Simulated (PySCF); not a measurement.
A GIAO shielding run with PySCF 2.14.0 with density-fitted response routines (density fitting, non-relativistic, gas phase) on SMILES N#C[C@@]1([SiH3])CCCSC1, C6H11NSSi:

```
$ OMP_NUM_THREADS=1 python probes_run.py task.json out

{"job": {"kind": "nmr", "xc": "PBE0", "basis": "pcSseg-1"}, "charge": 0, "multiplicity": 1}
N      1.218410     0.968609     2.460109
C      0.963178     0.696243     1.378027
C      0.687584     0.337485     0.015143
Si     2.376806     0.389465    -0.925546
C      0.096010    -1.080776    -0.025170
C     -1.231417    -1.186878     0.725557
C     -2.304893    -0.311955     0.101180
S     -1.872170     1.449944     0.249676
C     -0.266324     1.350768    -0.610691
H      2.904646     1.746969    -0.844179
H      2.077947     0.020020    -2.310061
H      3.264153    -0.587695    -0.303304
H     -0.053982    -1.371288    -1.069373
H      0.810091    -1.779697     0.416737
H     -1.086036    -0.889625     1.766991
H     -1.569365    -2.226593     0.712934
H     -2.439611    -0.540317    -0.958403
H     -3.257412    -0.423850     0.616377
H     -0.464333     1.089338    -1.652631
H      0.141569     2.360511    -0.567006
```

Hardware: 1 thread of an Arm Neoverse V1, shared host. The job also computes population analyses, field gradients, ring-centre shieldings.

Question: How large is the calculation?

Answer: 84 electrons, 222 basis functions and 1190 auxiliary functions.

Question: How long does it take, and how much memory does it need?

Answer: 53 s of wall time, with 14 SCF cycles and 5 response iterations; peak memory 1 GiB. Times on a shared host scatter by some tens of per cent.
